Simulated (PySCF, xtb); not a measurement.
C₂H₅FOSi₂, SMILES [SiH2]1[Si@@H](C(=O)C1)F.

GFN2-xTB (xtb) at its own geometry gives an orbital gap of 2.39 eV and a dipole moment of 3.63 D.

Geometry optimised at B3LYP-D3(BJ)/def2-SVP. The structure was generated by enumeration; whether it is a known compound was not checked.

Problem. What does HF/def2-TZVP (PySCF) give? (The exact figures need the calculation; the answer reports its results.)

Solution. gap 11.50 eV (levels -9.97 and 1.53 eV), dipole 3.17 D.
